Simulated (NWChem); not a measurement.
Molecule: HSeOF; SMILES O[Se]F

```xyz
4

Se     0.4010     0.0123     0.0053
F     -0.6847    -1.4167     0.0104
O     -0.7991     1.3517     0.0721
H     -1.0802     1.5206    -0.8518
```
Atoms are numbered in this order, from 1.

All runs: NWChem. Medium grid unless said otherwise, to which SCAN and Minnesota functionals are sensitive. All runs use the structure optimised with PBE-D3(BJ)/def2-SVP. Total energies of different functionals are on different scales.

| level | energy (Ha) | highest occupied level (eV) | orbital gap (eV) | dipole (D) |
|---|---|---|---|---|
| B3LYP/def2-TZVP | -2577.3065 | -6.75 | 4.64 | 2.32 |
| PBE/def2-TZVP | -2576.7483 | -5.60 | 2.81 | 2.18 |
| r2SCAN0/def2-TZVP | -2577.1379 | -7.17 | 5.42 | 2.33 |
| M06-2X/def2-TZVP | -2577.2249 | -8.32 | 7.55 | 2.38 |
| RPBE/def2-TZVP | -2577.1232 | -5.55 | 2.85 | 2.15 |
| Hartree-Fock/def2-TZVP | -2574.7567 | ? | ? | ? |
| CAM-B3LYP/def2-TZVP | -2577.3488 | -8.40 | 7.67 | 2.38 |

Q: Complete the blanks.

A: 
- Hartree-Fock/def2-TZVP, highest occupied level (eV): -10.13
- Hartree-Fock/def2-TZVP, orbital gap (eV): 12.03
- Hartree-Fock/def2-TZVP, dipole (D): 2.58
